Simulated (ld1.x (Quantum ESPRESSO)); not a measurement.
**N: excitation energies, all-electron against TM semilocal**

* Element: N (Z = 7)
* Generator: ld1.x (Quantum ESPRESSO) 7.5
* Type: norm-conserving Troullier–Martins (semilocal form)
* Functional: PBE
* Relativity: non-relativistic
* Frozen core: [He]
* Valence charge: 5
* Reference configuration: 2s2 2p3
* Partial waves: 2s (bound): rc 1.15 bohr; 3d channel at 0.25 Ry: rc 1.25 bohr; 2p (bound): rc 1.50 bohr
* Local potential: the p channel
* Core correction: a·sin(br)/r model core, default radius (core density twice the valence density)

Energies are relative to the spin-unpolarised reference configuration 2s2 2p3; without spin polarisation the order of configurations can differ from experiment.

```tsv
valence configuration	charge	ΔE all-electron (eV)	error AE − PS (meV)
2s2 2p2	+1	13.597	+8.3
2s2 2p0	+3	89.541	+657
2s2 2p3.3	-0.3	-1.620	-0.2
2s1 2p0	+4	167.310	+1036
2s1 2p3	+1	25.345	-24
```

(1) What are ΔE and the potential's error for 2s1 2p4?

(2) What are ΔE and the potential's error for 2s2 2p1?

Levels in the configuration 2s1 2p4:

| level | all-electron (eV) | pseudo (eV) |
| --- | --- | --- |
| 2s | -19.002 | -19.000 |
| 2p | -7.511 | -7.527 |

Results:

(1) ΔE = 11.477 eV all-electron; the error (AE − PS) is +8.6 meV.

(2) ΔE = 42.456 eV all-electron; the error (AE − PS) is +126 meV.
